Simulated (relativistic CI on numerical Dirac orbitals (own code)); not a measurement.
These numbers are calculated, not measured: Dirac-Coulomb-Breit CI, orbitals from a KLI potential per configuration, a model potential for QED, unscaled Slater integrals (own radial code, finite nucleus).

CI space (outside the closed core 1s2): 2s²2p⁵, 2s2p⁶, 2s²2p⁴3s, 2s²2p⁴3p, 2s²2p⁴3d, 2p⁶3s, 2p⁶3p, 2s2p⁵3s, 2p⁶3d, 2s²2p⁴4s, 2s²2p⁴4p, 2s2p⁵3p, 2s²2p⁴4d, 2s²2p⁴4f, 2s²2p⁴5s, 2s2p⁵3d, 2s²2p⁴5p, 2s²2p³3s², 2s²2p⁴5d, 2s²2p⁴5f, 2s²2p⁴5g, 2s²2p³3s3p, 2s²2p³3p², 2s²2p³3s3d, 2s2p⁵4s, 2s2p⁵4p, 2s²2p³3p3d, 2s2p⁵4d, 2s2p⁵4f, 2s2p⁴3s², 2s²2p³3d², 2s2p⁵5s, 2s2p⁴3s3p, 2s2p⁵5p, 2s2p⁵5d, 2s2p⁵5f. Levels of other configurations are missing.

At this charge configurations can still be misplaced by up to about 7 % of their energy. 13 of the 15 excited levels that our extract of the measured tables holds in this range could be paired (the sources list more); they are missed by 4900 cm⁻¹ on average and 9649 at most, and levels without a partner can miss by more.

Outline of the computed level scheme of P VII. Lowest level of each configuration: 2s²2p⁵ ²P°3/2 at 0.000 eV; 2s2p⁶ ²S1/2 at 58.284 eV; 2s²2p⁴3s ⁴P5/2 at 155.330 eV; 2s²2p⁴3p ⁴P°5/2 at 166.619 eV; 2s²2p⁴3d ⁴D7/2 at 182.929 eV.

Some strong electric-dipole decays among the lowest 45 levels: 2s²2p⁴3s ²P3/2 → 2s²2p⁵ ²P°3/2 (1.2e+11 s⁻¹); 2s²2p⁴3s ²P1/2 → 2s²2p⁵ ²P°1/2 (8.9e+10 s⁻¹); 2s²2p⁴3s ²D5/2 → 2s²2p⁵ ²P°3/2 (5.5e+10 s⁻¹); 2s²2p⁴3s ²P1/2 → 2s²2p⁵ ²P°3/2 (5.0e+10 s⁻¹); 2s²2p⁴3s ²D3/2 → 2s²2p⁵ ²P°1/2 (5.0e+10 s⁻¹); 2s²2p⁴3s ²S1/2 → 2s²2p⁵ ²P°3/2 (3.3e+10 s⁻¹); 2s2p⁶ ²S1/2 → 2s²2p⁵ ²P°3/2 (2.6e+10 s⁻¹); 2s²2p⁴3s ²S1/2 → 2s²2p⁵ ²P°1/2 (2.3e+10 s⁻¹).
